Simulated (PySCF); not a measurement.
## Electric field gradients and quadrupole coupling constants

C5H5NO2S.
Z-matrix (Å and degrees, GFN2-xTB geometry), rows numbered from 1:
```
C 
O   1  1.4207
C   2  1.3312  1  115.75
O   3  1.2075  2  124.59  1     0.08
C   3  1.4686  2  112.15  1  -179.99
N   5  1.2909  3  126.96  2     0.09
C   6  1.3413  5  111.89  3  -179.97
C   7  1.3668  6  115.01  5    -0.00
S   8  1.7106  7  110.74  6    -0.01
H   1  1.0921  2  110.39  3    59.88
H   1  1.0921  2  110.39  3   -60.21
H   1  1.0867  2  106.10  3   179.84
H   7  1.0748  6  119.23  5  -179.99
H   8  1.0711  7  128.31  6   179.98
```

Field gradients from the PBE0/pcSseg-1 density (PySCF, non-relativistic), principal values in atomic units, ordered |Vxx| ≤ |Vyy| ≤ |Vzz|:

```csv
atom,Vxx,Vyy,Vzz
O2,-0.5643,-1.1810,1.7453
O4,0.7012,0.8710,-1.5722
N6,0.3463,0.7023,-1.0486
S9,-0.4887,-1.1594,1.6481
```

Question: Find the asymmetry η = (Vxx − Vyy)/Vzz and the couplings χ = eQV/h (234.96 MHz × Q in barn × V in au), with Q(17O) = −0.0256 b, Q(14N) = 0.02044 b, Q(33S) = −0.0678 b.

Answer: 
| atom | environment | nucleus | η | χzz (MHz) | χxx (MHz) | χyy (MHz) |
| --- | --- | --- | --- | --- | --- | --- |
| O2 | ester single-bonded oxygen | 17O | 0.35 | -10.50 | 3.39 | 7.10 |
| O4 | ester carbonyl oxygen | 17O | 0.11 | 9.46 | -4.22 | -5.24 |
| N6 | pyridine-type nitrogen | 14N | 0.34 | -5.04 | 1.66 | 3.37 |
| S9 | thiophene-type sulfur | 33S | 0.41 | -26.26 | 7.79 | 18.47 |

The tensor is traceless: Vxx + Vyy + Vzz = 0.

Question: What is Vzz at S9 in SI units (1 au = 9.71736 × 10²¹ V/m²)?

Answer: 1.6481 au = 16.015 × 10²¹ V/m².

Question: And the gradient at the other heavy atoms, for which no coupling is worked out here?

Answer: 
```tsv
atom	environment	Vzz (au)	η
C1	methoxy carbon	0.488	0.04
C3	ester carbonyl carbon	0.350	0.93
C5	substituted aromatic carbon	-0.222	0.47
C7	aromatic CH next to a ring nitrogen	-0.206	0.93
C8	aromatic CH next to a ring sulfur	-0.271	0.06
```

Question: What couplings would deuterons (Q(2H) = 0.00286 b) have in place of the hydrogens, at this geometry?

Answer: 
```tsv
atom	bonded to	bond length (Å)	Vzz (au)	η	χzz (kHz)
H10	C1	1.092	0.2950	0.10	198
H11	C1	1.092	0.2950	0.10	198
H12	C1	1.087	0.3066	0.08	206
H13	C7	1.075	0.3352	0.07	225
H14	C8	1.071	0.3463	0.08	233
```

Isolated species at its GFN2-xTB geometry (one conformer only). GFN2-xTB bond lengths can be off by several hundredths of an ångström, more for odd bonds, and the gradients follow them. A larger basis could move these couplings by a tenth or more.
